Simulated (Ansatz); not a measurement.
Stepwise reaction of `SB(S)S` with water, as a gas-phase model of exchange steps in deposition or etching. ΔE in kJ/mol.

Isolated molecules relaxed with PBE0-D4/def2-TZVP in Ansatz; ΔE leaves out vibrations. CCSD(T)/CBS is the MP2 limit (def2-TZVPP, def2-QZVPP) plus CCSD(T) − MP2 in def2-TZVPP, frozen cores. This one scheme is used for every species. DFT in def2-TZVPP. B3LYP here is the variant with VWN-RPA as its local correlation; programs differ in this. Each species was taken in one conformer, which may not be the lowest.

```csv
step,reaction,PBE-D4,B3LYP-D4,ωB97M-V,CCSD(T)/CBS
1,`SB(S)S` + H₂O → `OB(S)S` + H₂S,-43.3,-53.2,-55.5,-46.2
3,`OB(O)S` + H₂O → `OB(O)O` + H₂S,-62.5,-73.6,-73.9,-68.8
```

(1) Give the row of step 2, `OB(S)S` + H₂O → `OB(O)S` + H₂S. (Estimate.)

(2) By hand: ΔE of the 3 steps together at CCSD(T)/CBS.

## Answers

(1) The calculation gave: 
```csv
step,reaction,PBE-D4,B3LYP-D4,ωB97M-V,CCSD(T)/CBS
2,`OB(S)S` + H₂O → `OB(O)S` + H₂S,-48.4,-59.4,-60.7,-53.8
```

(2) (-46.2) + (-53.8) + (-68.8) = -168.8 kJ/mol, or -56.3 kJ/mol a step.

In ΔE each step is lower than the one before. All are downhill at CCSD(T)/CBS. PBE-D4 differs from CCSD(T)/CBS by 2.9 to 6.3 kJ/mol a step. Isolated molecules leave out the surface, adducts and barriers. Largest T1 diagnostic: 0.013.
